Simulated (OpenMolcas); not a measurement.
**Ir+: effect of the active space**

* Program: OpenMolcas 26.06
* Method: CASSCF or its RAS form
* Basis: ANO-RCC-VTZP
* Scalar Hamiltonian: DKH2, point nucleus
* Spin-orbit coupling: state interaction with AMFI integrals over the reference wave functions, term energies averaged over their components

A. 8 electrons in 6 orbitals (5d 6s); 2S+1 = 5 even, 15 roots; 2S+1 = 3 even, 75 roots; 2S+1 = 1 even, 49 roots; cost roughly 80 core-seconds
B. 8 electrons in 9 orbitals (RAS2 5d 6s; RAS3 6p, at most 2 electrons); 2S+1 = 5 even, 15 roots; 2S+1 = 3 even, 90 roots kept (CI in the orbitals of an earlier block); 2S+1 = 1 even, 78 roots kept (CI in the orbitals of an earlier block, 77 in the spin-orbit step); 2S+1 = 5 odd, 22 roots; 2S+1 = 7 odd, 15 roots kept (CI in the orbitals of an earlier block, 5 in the spin-orbit step); 2S+1 = 3 odd, 16 roots kept (CI in the orbitals of an earlier block, 9 in the spin-orbit step); 2S+1 = 1 odd, 9 roots kept (CI in the orbitals of an earlier block, 0 in the spin-orbit step); cost about 7 core-minutes

Energies in cm⁻¹ above 5d⁷ 6s ⁵F₅, the measured ground level; measured values from NIST Handbook of Basic Atomic Spectroscopic Data.

| Level | A | B | Measured |
| --- | --- | --- | --- |
| 5d⁷ 6s ⁵F₅ | 0.0 | 0.0 | 0.0 |
| 5d⁷ 6s ⁵F₄ | 5127 | 4968 | 4788 |
| 5d⁷ 6s ³P₂(1) [51 %] | 8813 | 9198 |  |
| 5d⁷ 6s ⁵F₃ | 9046 | 8869 | 8187 |
| 5d⁸ ³F₄ [73 %] | 10105 | 12008 | 2263 |
| 5d⁷ 6s ⁵F₂ [64 %] | 11236 | 11242 | 11307 |
| 5d⁷ 6s ⁵F₁ [71 %] | 11620 | 11445 | 11958 |
| 5d⁷ 6s ³F₄(1) [61 %] | 15057 | 14621 |  |
| 5d⁷ 6s ³P₁(1) [50 %] | 15976 | 16354 |  |
| 5d⁷ 6s ⁵P₃ | 17228 | 16664 | 12715 |
| 5d⁷ 6s ³P₀(1) | 20023 | 20153 |  |
| 5d⁷ 6s ³G₅ [72 %] | 20229 | 20036 | 17478 |
| 5d⁷ 6s ³F₃(1) [58 %] | 21247 | 21538 |  |
| 5d⁷ 6s ³H₆ | 25994 | 25807 |  |
| 5d⁶ 6s² ⁵D₄ [66 %] | 26342 | 17916 | 17210 |
| 5d⁷ 6s ³G₃ | 26567 | 26226 |  |
| 5d⁷ 6s ³H₅ [73 %] | 28899 | 28389 |  |
| 5d⁶ 6s² ⁵D₃ | 29661 | 22940 |  |
| 5d⁷ 6s ³D₃ [58 %] | 30536 | 29519 |  |
| 5d⁶ 6s² ⁵D₂ [56 %] | 33187 | 25250 |  |

Deviations, from unrounded energies. A percentage is the sum of absolute deviations over the sum of measured energies, with the sign that they share, or ± where signs differ.

| Against measurement | Levels | A | B |
| --- | --- | --- | --- |
| mean absolute deviation (cm-1) | 8 | 3200 | 2300 |
| fine structure of the ground term (%) | 4 | ±4.4 | ±4.0 |
| other terms of the ground configuration (%) | 2 | +24.1 | +21.6 |
| other configurations (%) | 2 | +87.2 | +53.7 |

B lies closest to measurement on these levels. The largest miss of B in the table is 5d⁸ ³F₄ [73 %], by +9700 cm-1. The ranking rests on the paired levels alone, and a cruder setting can come out closer through cancelling errors.

The spin-orbit steps hold different terms of 5d⁷ 6s (A lacks a ¹D), which shifts levels as well.

Between A and B the level of the table that moves most is 5d⁶ 6s² ⁵D₄ [66 %], by 8400 cm-1 (lowest in B, highest in A).

Without dynamic correlation excited terms often stand tens of per cent too high (terms of higher spin than the ground term too low), and those without a measured partner can miss by more than the paired ones. Configurations are named by rounded mean occupations; where the s occupation lies near a half they are strongly mixed, a name can repeat and a true partner stay unpaired. A single d shell beside an s shell can misplace configurations of different d count against each other. Some high roots are left out of the spin-orbit mixing, which shifts the levels that they would mix with (holds for B). Some levels mix across a computed gap that differs much from the measured one, so their mixing is not that of the real levels (holds for B). Terms from blocks run as CI alone lack orbitals of their own (holds for B). Measured partners are found by configuration, term and J. A level has none where our copy of the source lacks it or the pairing is in doubt (some pairs that miss far off the trend of their configuration count as doubtful), and it then counts in no deviation. Levels of configurations outside the active space are missing. The table leaves out levels that lie high or whose names do not pair safely across all columns.

A share in square brackets marks a mixed level and gives the weight of the term that names it, the lowest over the columns. A number in round brackets counts repeated terms of one configuration in the order of the reference energies.
